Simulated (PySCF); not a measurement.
The second ionisation energy along the noble gases

Calculated with PySCF 2.14 from differences of total energies of unrestricted determinants, without spin-orbit coupling. Values in eV. The last column holds reference values (NIST; (s) semi-empirical, (t) theoretical, else measured). Unmarked ones compare directly (S terms, centres of terms, or small fine structure); those marked * lie between the lowest fine-structure levels and include a spin-orbit shift.

```json
{"element": "Ne (cc-pVDZ-DK, spin-free X2C)", "configurations": "[He] 2s2 2p5 → [He] 2s2 2p4", "UHF": "39.395", "MP2 (valence)": "40.487", "SCS-MP2 (valence)": "40.438", "CCSD (valence)": "40.429", "CCSD(T) (valence)": "40.439", "reference": "40.963 *"}
{"element": "Ar (cc-pVDZ-DK, spin-free X2C)", "configurations": "[Ne] 3s2 3p5 → [Ne] 3s2 3p4", "UHF": "26.416", "MP2 (valence)": "27.049", "SCS-MP2 (valence)": "27.018", "CCSD (valence)": "26.987", "CCSD(T) (valence)": "26.990", "reference": "27.630 *"}
{"element": "Kr (cc-pVDZ-DK, spin-free X2C)", "configurations": "[Ar] 3d10 4s2 4p5 → [Ar] 3d10 4s2 4p4", "UHF": "23.320", "MP2 (valence)": "23.873", "SCS-MP2 (valence)": "23.845", "CCSD (valence)": "23.834", "CCSD(T) (valence)": "23.836", "reference": "24.360 *"}
```

"Valence" correlates the outer s and p shells and, in groups 3 to 12 and the f block, the outer d or f shell, open or full, or the next shell where the ion has no valence electron left; the wider scheme adds the next inner shell.
